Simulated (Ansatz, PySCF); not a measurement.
Species: CClFI, charge 0, multiplicity 2. It need not be the lowest isomer of its formula. 
Coordinates optimised at B3LYP-D3(BJ)/def2-TZVP (Ansatz, a first-principles code):
```xyz
4

F     -1.3685     0.0275    -1.5923
C     -1.0777     0.0362    -0.2955
Cl    -1.9059    -1.1969     0.5770
I      0.9657     0.3751     0.1188
```
Charge 0, spin multiplicity 2.

Dipole moments at this geometry, in debye (magnitudes).

```csv
level,program,dipole (D)
HF/def2-TZVPD,PySCF,0.83
PBE/def2-TZVPD,Ansatz,0.54
B97M-V/def2-TZVPD,Ansatz,0.61
B3LYP/def2-TZVPD,Ansatz,0.68
r2SCAN0/def2-TZVPD,Ansatz,0.62
HSE06/def2-TZVPD,Ansatz,0.63
CAM-B3LYP/def2-TZVPD,PySCF,0.75
LC-wPBE/def2-TZVPD,Ansatz,0.74
wB97X-V/def2-TZVPD,Ansatz,0.69
CCSD(T)/def2-SVPD,Ansatz,0.83
```
